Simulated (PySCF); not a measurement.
Computed structure and properties of OsO3F2

System: OsO3F2 (singlet); start: template (C2v). Method: PySCF 2.14.0, RKS B3LYP, Os def2-SVP with ECP60, O def2-SVP, F def2-SVP; non-relativistic Hamiltonian with scalar-relativistic core potentials where named; density fitting; no spin-orbit coupling.

Input of the relaxation:

```python
mol = gto.M(atom='''
Os     0.03090     0.00000     0.00000
O      0.03090     0.00000     1.46520
O      0.03090    -0.00000    -1.46520
O      1.49610     0.00000     0.00000
F     -0.81190     1.45980    -0.00000
F     -0.81190    -1.45980     0.00000''',
    basis={'Os': 'def2-SVP', 'O': 'def2-SVP', 'F': 'def2-SVP'},
    ecp={'Os': 'def2-SVP'},
    charge=0, spin=0)
mf = dft.RKS(mol, xc='B3LYP')
mf.grids.atom_grid = (50, 194)
mf = mf.density_fit()  # fitting sets: Os def2-universal-JKFIT, O def2-universal-JKFIT, F def2-universal-JKFIT
mf.conv_tol = 1e-08; mf.max_cycle = 55
mf.kernel(dm0)  # dm0: converged density of the start geometry
# quasi-Newton relaxation in Cartesian coordinates to a largest gradient under 0.00045 Eh/bohr, steps kept in the point group
```

Run from Python with OMP_NUM_THREADS=2; the lines above give its settings. Where DIIS fails, smearing, a level shift and second-order steps follow.
It took 75 s on 2 threads of Intel(R) Xeon(R) Platinum 8259CL CPU @ 2.50GHz (Skylake/Cascade Lake) (shared host), from the converged density of the start.

Course of the relaxation:

```json
{"step": "0", "energy above end (eV)": "13.6740", "largest force component within the symmetry (eV/Å)": "36.139"}
{"step": "1", "energy above end (eV)": "2.8160", "largest force component within the symmetry (eV/Å)": "5.058"}
{"step": "2", "energy above end (eV)": "1.7483", "largest force component within the symmetry (eV/Å)": "2.861"}
{"step": "3", "energy above end (eV)": "1.3426", "largest force component within the symmetry (eV/Å)": "1.018"}
{"step": "4", "energy above end (eV)": "1.1356", "largest force component within the symmetry (eV/Å)": "1.692"}
{"step": "5", "energy above end (eV)": "1.0283", "largest force component within the symmetry (eV/Å)": "1.899"}
{"step": "6", "energy above end (eV)": "0.7064", "largest force component within the symmetry (eV/Å)": "1.479"}
{"step": "7", "energy above end (eV)": "0.3511", "largest force component within the symmetry (eV/Å)": "0.815"}
{"step": "8", "energy above end (eV)": "0.1312", "largest force component within the symmetry (eV/Å)": "1.043"}
{"step": "9", "energy above end (eV)": "0.0287", "largest force component within the symmetry (eV/Å)": "0.697"}
{"step": "10", "energy above end (eV)": "0.0285", "largest force component within the symmetry (eV/Å)": "1.363"}
{"step": "11", "energy above end (eV)": "0.0056", "largest force component within the symmetry (eV/Å)": "0.361"}
{"step": "12", "energy above end (eV)": "0.0022", "largest force component within the symmetry (eV/Å)": "0.354"}
{"step": "13", "energy above end (eV)": "0.0000", "largest force component within the symmetry (eV/Å)": "0.022"}
{"step": "14", "energy above end (eV)": "0.0000", "largest force component within the symmetry (eV/Å)": "0.007"}
```

Relaxed geometry (D3h):

```xyz
6

Os   -0.0056    0.0000    0.0000
O    -0.8590    0.0000    1.4744
O    -0.8590    0.0000   -1.4744
O     1.6981    0.0000    0.0000
F    -0.0047    1.8861    0.0000
F    -0.0047   -1.8861    0.0000
```

| contact | Å |
| --- | --- |
| Os1–O2 (O) | 1.704 |
| Os1–O3 (O) | 1.704 |
| Os1–O4 (O) | 1.704 |
| Os1–F5 (F) | 1.886 |
| Os1–F6 (F) | 1.886 |

On the finer grid (75, 302):

```
HOMO                                                          : -11.08 eV
LUMO                                                          : -6.16 eV
Dipole about the centre of mass                               : 0.00 D
Set of Mulliken populations of Os1 outside the core potential : s 2.45, p 6.45, d 5.43, f 0.25
D3(BJ) dispersion energy (not in the energies)                : -0.241 eV
```

```json
{"atom": "Os1", "Mulliken (e)": "1.42", "Löwdin (e)": "0.43", "spin (e)": "0.00"}
{"atom": "O2", "Mulliken (e)": "-0.25", "Löwdin (e)": "-0.03", "spin (e)": "0.00"}
{"atom": "O3", "Mulliken (e)": "-0.25", "Löwdin (e)": "-0.03", "spin (e)": "0.00"}
{"atom": "O4", "Mulliken (e)": "-0.25", "Löwdin (e)": "-0.04", "spin (e)": "0.00"}
{"atom": "F5", "Mulliken (e)": "-0.33", "Löwdin (e)": "-0.16", "spin (e)": "0.00"}
{"atom": "F6", "Mulliken (e)": "-0.33", "Löwdin (e)": "-0.16", "spin (e)": "0.00"}
```

A rough frequency check found all modes real, so this is a minimum.

Rigid scan of O along the line from its metal:

distance to O2 (Å), energy (eV) and a bar:
```
     1.40      4.266 ##############################
     1.50      1.543 ###########
     1.60      0.317 ##
     1.70      0.000 
     1.80      0.218 ##
     1.90      0.734 #####
     2.00      1.397 ##########
     2.15      2.476 #################
```

Taking off one F (charge -1, singlet; the rest: singlet) in vacuum, both parts rigid, costs 13.32 eV; the small basis without counterpoise inflates it. Most of it is the attraction of opposite charges; other ways to part are cheaper, and one spin state was tried for the rest.

Rigid scan of F along the line from its metal:

```json
{"distance to F5 (Å)": "1.59", "energy (eV)": "2.214"}
{"distance to F5 (Å)": "1.69", "energy (eV)": "0.812"}
{"distance to F5 (Å)": "1.79", "energy (eV)": "0.169"}
{"distance to F5 (Å)": "1.89", "energy (eV)": "0.000"}
{"distance to F5 (Å)": "1.99", "energy (eV)": "0.119"}
{"distance to F5 (Å)": "2.09", "energy (eV)": "0.408"}
{"distance to F5 (Å)": "2.29", "energy (eV)": "1.214"}
{"distance to F5 (Å)": "2.59", "energy (eV)": "2.488"}
{"distance to F5 (Å)": "2.99", "energy (eV)": "3.855"}
{"distance to F5 (Å)": "3.49", "energy (eV)": "4.982"}
```

One start shape was tried, so this needn't be the lowest isomer.
